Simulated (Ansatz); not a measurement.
Geometry optimisation, RKS PBE-D4/def2-SVP (Ansatz 0.2.0).

Input:

```yaml
crystal:
  periodic: [false, false, false]
  atoms:
    - { symbol: C, position_ang: [-0.7458, -0.5119, 2.2021] }
    - { symbol: Si, position_ang: [0.3493, -0.7759, 0.8035] }
    - { symbol: "N", position_ang: [-0.5378, -1.6729, -0.399] }
    - { symbol: C, position_ang: [-0.0584, -0.4664, -0.8524] }
    - { symbol: "N", position_ang: [-0.1936, 0.1851, -1.9328] }
    - { symbol: Si, position_ang: [0.5322, 1.7834, -1.9355] }
    - { symbol: H, position_ang: [-1.2534, -1.3862, 2.5311] }
    - { symbol: H, position_ang: [-1.5476, 0.2539, 1.9075] }
    - { symbol: H, position_ang: [-0.2679, -0.026, 3.0959] }
    - { symbol: H, position_ang: [1.5342, -1.6166, 1.1415] }
    - { symbol: H, position_ang: [-0.0075, -2.4182, -0.8291] }
    - { symbol: H, position_ang: [2.0161, 1.6, -1.7647] }
    - { symbol: H, position_ang: [-0.0062, 2.5387, -0.7636] }
    - { symbol: H, position_ang: [0.1733, 2.4839, -3.1755] }
basis:
  gaussian: { orbitals: def2-SVP }
hamiltonian:
  xc: pbe
  dispersion: d4
relax:
  f_tol: 0.015
  max_steps: 40
```

Command:

```bash
$ ansatz run input.yaml --threads 2 --pin off --max-ram 3072MiB --backend cpu --events-out ev --progress --plain --runs-dir out
```

Q: Where does it end, and by what steps?

A: It converged. After 18 steps the energy has fallen by 1.228 eV; H12 moved furthest, 1.26 Å.

```json
{"step": "0", "energy less start (eV)": "0.0000", "largest force component (eV/Å)": "3.556", "accepted": "yes"}
{"step": "1", "energy less start (eV)": "-0.6405", "largest force component (eV/Å)": "1.669", "accepted": "yes"}
{"step": "2", "energy less start (eV)": "-0.8967", "largest force component (eV/Å)": "1.066", "accepted": "yes"}
{"step": "3", "energy less start (eV)": "-1.0367", "largest force component (eV/Å)": "1.041", "accepted": "yes"}
{"step": "4", "energy less start (eV)": "-1.1257", "largest force component (eV/Å)": "0.515", "accepted": "yes"}
{"step": "5", "energy less start (eV)": "-1.1562", "largest force component (eV/Å)": "0.443", "accepted": "yes"}
{"step": "6", "energy less start (eV)": "-1.1868", "largest force component (eV/Å)": "0.218", "accepted": "yes"}
{"step": "7", "energy less start (eV)": "-1.1930", "largest force component (eV/Å)": "0.305", "accepted": "yes"}
{"step": "8", "energy less start (eV)": "-1.2024", "largest force component (eV/Å)": "0.180", "accepted": "yes"}
{"step": "9", "energy less start (eV)": "-1.2141", "largest force component (eV/Å)": "0.341", "accepted": "yes"}
{"step": "10", "energy less start (eV)": "-1.2178", "largest force component (eV/Å)": "0.225", "accepted": "yes"}
{"step": "11", "energy less start (eV)": "-1.2241", "largest force component (eV/Å)": "0.092", "accepted": "yes"}
{"step": "12", "energy less start (eV)": "-1.2255", "largest force component (eV/Å)": "0.044", "accepted": "yes"}
{"step": "13", "energy less start (eV)": "-1.2268", "largest force component (eV/Å)": "0.060", "accepted": "yes"}
{"step": "14", "energy less start (eV)": "-1.2274", "largest force component (eV/Å)": "0.046", "accepted": "yes"}
{"step": "15", "energy less start (eV)": "-1.2276", "largest force component (eV/Å)": "0.022", "accepted": "yes"}
{"step": "16", "energy less start (eV)": "-1.2277", "largest force component (eV/Å)": "0.015", "accepted": "yes"}
{"step": "17", "energy less start (eV)": "-1.2278", "largest force component (eV/Å)": "0.016", "accepted": "yes"}
{"step": "18", "energy less start (eV)": "-1.2278", "largest force component (eV/Å)": "0.012", "accepted": "yes"}
```

```xyz
14
Properties=species:S:1:pos:R:3
C -1.007 -0.570 2.309
Si 0.307 -0.885 1.006
N -0.185 -1.745 -0.466
C 0.154 -0.478 -0.844
N 0.192 0.169 -1.940
Si 0.695 1.837 -2.053
H -1.204 -1.488 2.900
H -1.953 -0.238 1.839
H -0.667 0.218 3.013
H 1.601 -1.350 1.618
H -0.484 -2.541 -1.044
H 1.888 1.955 -2.964
H 1.062 2.418 -0.701
H -0.412 2.668 -2.645
```

Run time: 82 s on 2 threads of Intel(R) Xeon(R) Platinum 8259CL CPU @ 2.50GHz (Skylake/Cascade Lake), with other jobs on the host, peak memory 0.2 GiB.
